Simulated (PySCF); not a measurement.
## Working out the ionisation energy of Ru⁺

Ru⁺ [Kr] 4d7 (4F) → Ru²⁺ [Kr] 4d6 (5D). Computed with PySCF 2.14 in aug-cc-pVDZ-PP with ECP28MDF (5s5p4d2f, 54 functions), with scalar relativity through the core potential. Frozen: 4s2 4p6. Energies in hartree (1 hartree = 27.21139 eV):

```json
{"part": "UHF", "Ru⁺ (lower)": "-93.581036", "Ru²⁺ (upper)": "-93.033111"}
{"part": "MP2 opposite-spin", "Ru⁺ (lower)": "-0.070947", "Ru²⁺ (upper)": "-0.032473"}
{"part": "MP2 same-spin", "Ru⁺ (lower)": "-0.051684", "Ru²⁺ (upper)": "-0.044765"}
```

**Question.** What does Hartree-Fock give?

**Answer.** (-93.033111) − (-93.581036) = 0.547925 hartree = 14.910 eV.

**Question.** What do MP2 and SCS-MP2 (6/5 opposite-spin, 1/3 same-spin) give?

**Answer.** The opposite-spin parts differ by 1.047 eV and the same-spin parts by 0.188 eV. MP2: 14.910 + (1.047) + (0.188) = 16.145 eV. SCS-MP2: 14.910 + 1.2 × (1.047) + (0.188)/3 = 16.229 eV.

Reference: 16.76 ± 0.06 eV (semi-empirical (NIST evaluation); NIST Atomic Spectra Database, ionization energies), between the lowest levels; spin-orbit coupling is absent from the calculation.

A double-zeta basis recovers only part of the correlation energy.

What remains against the reference includes basis incompleteness, the frozen core and correlation beyond second order.
